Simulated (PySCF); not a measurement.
Gas-phase reaction: WO2F2 + O → WO3 + 2 F

Method: PySCF energies (xtb for GFN2) plus ideal-gas RRHO corrections (1 bar). † marks an energy on the PBE0/def2-TZVP geometry and frequencies; other levels use their own. MP2 freezes the core. Open shells (unrestricted): O (multiplicity 3), F (multiplicity 2); the rest are closed-shell singlets. GFN2 has no spin-polarisation term. Spin-orbit splitting is ignored; it lowers the true energy and changes the entropy of O, F. B3LYP is the form with VWN-RPA correlation. W: scalar-relativistic def2 core potential, no spin-orbit coupling. WO2F2: computed as isolated molecules; such fragments, hydroxides, amides, oligomers or adducts are transient or little studied in the gas. MP2 isn't extrapolated to the basis-set limit. Warning, point group unlike the PBE0 one: WO2F2 (GFN2-xTB).

```
level               ΔH°(298 K), kJ
------------------  --------------
B3LYP/def2-TZVP†               ___
GFN2-xTB                       ___
M06-2X/def2-TZVP†              ___
MP2/def2-SVP†                  ___
MP2/def2-TZVPP†                574
PBE/def2-SVP                   589
PBE0/def2-QZVP†                589
PBE0/def2-TZVP                 582
r2SCAN/def2-TZVP†              592
ωB97X-V/def2-TZVP†             608
```

Fill in the missing entries.


- B3LYP/def2-TZVP†, ΔH°(298 K), kJ: 582
- GFN2-xTB, ΔH°(298 K), kJ: 319
- M06-2X/def2-TZVP†, ΔH°(298 K), kJ: 596
- MP2/def2-SVP†, ΔH°(298 K), kJ: 561
